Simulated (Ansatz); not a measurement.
`[SiH3][AlH][Cl]` + `N=C=O` → `O=C=[N][AlH][Cl]` + SiH₄  (cleavage of the Al–Si bond)

Calculated with Ansatz (gas phase, PBE0-D4/def2-TZVP geometries, no zero-point term in ΔE). CBS: MP2 limit from def2 TZ/QZ plus the TZ coupled-cluster correction, frozen cores. This one scheme is used for every species. DFT in def2-TZVPP. B3LYP here is the variant with VWN-RPA as its local correlation; programs differ in this. HSE06 is defined as in plane-wave codes. One conformer a species, not always the lowest.

`[SiH3][AlH][Cl]`:

Z-matrix (Å, degrees):
```
Si
Al 1 2.446
H 1 1.490 2 110.2
H 1 1.490 2 110.2 3 118.9
H 1 1.489 2 112.2 3 -120.6
Cl 2 2.104 1 116.2 3 -59.8
H 2 1.581 1 127.5 3 120.1
```

`N=C=O`:

Cartesian coordinates in Å:
```
N 0.025 0.027 0.765
C 0.092 0.230 -0.424
O 0.213 0.551 -1.533
H -0.330 -0.809 1.193
```

`O=C=[N][AlH][Cl]`:

Cartesian coordinates in Å:
```
O 0.159 2.813 0.819
C 0.032 1.694 0.528
N -0.113 0.543 0.235
Al -0.159 -1.136 -0.280
Cl 1.453 -1.863 -1.380
H -1.372 -2.052 0.078
```

SiH₄:

Cartesian coordinates in Å:
```
Si 0.000 0.000 0.000
H 1.026 -1.067 0.118
H -1.033 -0.414 -0.983
H 0.644 1.257 -0.458
H -0.636 0.223 1.323
```

```csv
level,ΔE (kJ/mol),difference from CCSD(T)/CBS
LDA (SPW92),-119.0,23.0
PBE-D4,-117.6,24.4
revPBE-D4,-120.5,21.5
BLYP-D4,-137.4,4.6
r2SCAN-D4,-138.5,3.5
B97M-V,-141.0,1.0
PBE0-D4,-126.7,15.3
B3LYP-D4,-143.1,-1.1
r2SCAN0-D4,-142.3,-0.3
HSE06-D4,-126.4,15.6
BHLYP-D4,-153.2,-11.2
CAM-B3LYP-D4,-149.1,-7.1
ωB97M-V,-145.8,-3.8
B2PLYP,-148.3,-6.3
PBE-QIDH,-141.1,0.9
PBE,-117.5,24.5
revPBE,-116.9,25.1
BLYP,-136.6,5.4
r2SCAN,-138.4,3.6
PBE0,-126.7,15.3
B3LYP,-143.0,-1.0
r2SCAN0,-142.3,-0.3
HSE06,-126.5,15.5
BHLYP,-154.6,-12.6
CAM-B3LYP,-149.2,-7.2
LC-ωPBE,-136.2,5.8
RPA@PBE/def2-TZVPP,-140.5,1.5
HF/def2-SVP,-174.9,-32.9
MP2/def2-SVP,-162.0,-20.0
CCSD/def2-SVP,-155.1,-13.1
CCSD(T)/def2-SVP,-152.3,-10.3
MP2/def2-TZVPP,-154.5,-12.5
SCS-MP2/def2-TZVPP,-155.8,-13.8
CCSD(T)/def2-TZVPP,-143.7,-1.7
HF/def2-QZVPP,-168.2,-26.2
MP2/def2-QZVPP,-153.7,-11.7
SCS-MP2/def2-QZVPP,-155.0,-13.0
HF/CBS(def2),-168.3,-26.3
MP2/CBS(def2),-152.7,-10.7
CCSD/CBS(def2),-145.2,-3.2
CCSD(T)/CBS,-142.0,0
```

Largest T1 diagnostic among the species: 0.018.

At CCSD(T), def2-SVP lies −10.3 kJ/mol from the extrapolated value and def2-TZVPP −1.7 kJ/mol. From r2SCAN to r2SCAN0 (25 % exact exchange), in def2-TZVPP and without D4, ΔE moves by −3.9 kJ/mol. Leaving LDA and LC-ωPBE aside and taking each functional with its dispersion term where it has one, the values spread over 35.6 kJ/mol, from BHLYP-D4 to PBE-D4.
